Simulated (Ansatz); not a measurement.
The Al1–Br4 bond of AlBrH2 (SMILES [AlH2][Br]) is stretched (multiplicity 1, the rest rigid).
Geometry at rest (charge 0, multiplicity 1):
```json
[
 {"atom": "Al", "x (Å)": "-0.8354", "y (Å)": "-1.2987", "z (Å)": "0.2064"},
 {"atom": "H", "x (Å)": "-0.3244", "y (Å)": "-2.3295", "z (Å)": "1.2738"},
 {"atom": "H", "x (Å)": "-2.1257", "y (Å)": "-1.4794", "z (Å)": "-0.6685"},
 {"atom": "Br", "x (Å)": "0.3803", "y (Å)": "0.5912", "z (Å)": "-0.0940"}
]
```

Frozen-core correlation. Filled d and f shells under p-block atoms count as core.

Run with Ansatz (an electronic-structure program) with Gaussian orbitals. Each number belongs to the level named beside it.

Energies above the point at 2.267 Å (the B3LYP-D3(BJ) bond length), FIC-MRCISD+Q on CASSCF(6,4)/def2-TZVPP (kcal/mol): 10.92 at 2.040 Å; 6.11 at 2.494 Å; 105.74 at 7.255 Å.

### Question
Take the last value as the depth D of a Morse curve D(1 − e^(−a(R − R₀)))², fit a and R₀ to the two near points, and test it at 3.061 and 3.967 Å.

### Answer

With D = 105.7, both near points (counted from the curve's value at 2.267 Å) are met by a = 1.22 Å⁻¹ and R₀ = 2.269 Å, so k = 2Da² = 316 kcal/(mol Å²). The curve then gives 40.7 and 80.9 kcal/mol; the level itself gives 40.5 and 85.4, so Morse is off by 0.1 and -4.5.

Doubts at one or more of the structures used: active orbitals that take no part (FIC-MRCISD+Q on CASSCF(6,4)/def2-TZVPP).
